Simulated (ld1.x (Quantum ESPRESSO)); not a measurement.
## Configuration tests for Yb (Z = 70) (ultrasoft)

ytterbium, ultrasoft, made with ld1.x (Quantum ESPRESSO) 7.5 (revPBE, scalar-relativistic). Core [Kr] 4d10, reference 4f14 5s2 5p6 5d0 6s0 6p0 (charge +2). Waves: 5s (bound): rcut 1.55, rcutus 1.75 bohr; 6s (bound, empty): rcut 1.55, rcutus 1.75 bohr; 5p (bound): rcut 1.85, rcutus 2.10 bohr; 6p (bound, empty): rcut 1.85, rcutus 2.10 bohr; 5d (bound, empty): rcut 2.20, rcutus 2.90 bohr; 5d channel at 3.7 Ry: rcut 2.20, rcutus 2.90 bohr; 4f (bound): rcut 0.80, rcutus 0.85 bohr; 4f channel at 0.3 Ry: rcut 0.80, rcutus 0.85 bohr. Local part: all-electron potential smoothed inside 1.80 bohr (lloc = -2). Core correction: Bessel-smoothed model core inside 0.75 bohr. Augmentation charge: PSQ, radius 0.75 bohr.

Energies are relative to the spin-unpolarised reference configuration 4f14 5s2 5p6 5d0 6s0 6p0; without spin polarisation the order of configurations can differ from experiment.

```tsv
valence configuration	charge	ΔE all-electron (eV)	error AE − PS (meV)
4f14 5s2 5p6 5d0 6s1 6p0	+1	-12.113	+4.4
4f13 5s2 5p6 5d0 6s0 6p0	+3	26.509	-43
4f13 5s2 5p6 5d0 6s2 6p0	+1	-8.169	-30
4f14 5s1 5p6 5d0 6s2 6p0	+1	42.529	-61
4f12 5s2 5p6 5d0 6s0 6p0	+4	72.848	-187
```

(1) What are ΔE and the potential's error for 4f14 5s2 5p6 5d0 6s2 6p0?

(2) What are ΔE and the potential's error for 4f14 5s2 5p6 5d0 6s0 6p2?

Answers

(1) ΔE = -18.553 eV all-electron; the error (AE − PS) is +4.9 meV.

(2) ΔE = -12.652 eV all-electron; the error (AE − PS) is -9.5 meV.
